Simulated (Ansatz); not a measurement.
C₃H₈Cl₃GeN, SMILES `CC[N](C)[Ge]([Cl])([Cl])[Cl]`, charge 0, multiplicity 1.

Give a relaxed structure at PBE0-D4/def2-TZVP (Ansatz 0.2.0). (Estimate.)

The calculation gave: 
Cartesian coordinates in Å:
```
C 0.131 2.050 -0.530
C 0.624 0.831 0.227
N -0.152 -0.365 -0.080
C -1.477 -0.396 0.509
Ge 0.737 -1.923 -0.235
Cl -0.553 -3.398 -1.063
Cl 2.417 -1.650 -1.512
Cl 1.483 -2.711 1.617
H 0.169 1.872 -1.607
H 0.761 2.913 -0.299
H -0.894 2.311 -0.261
H 0.607 1.026 1.309
H 1.668 0.649 -0.042
H -1.451 -0.301 1.603
H -2.084 0.420 0.110
H -1.985 -1.328 0.255
```
This is one stationary point; other conformers may exist.
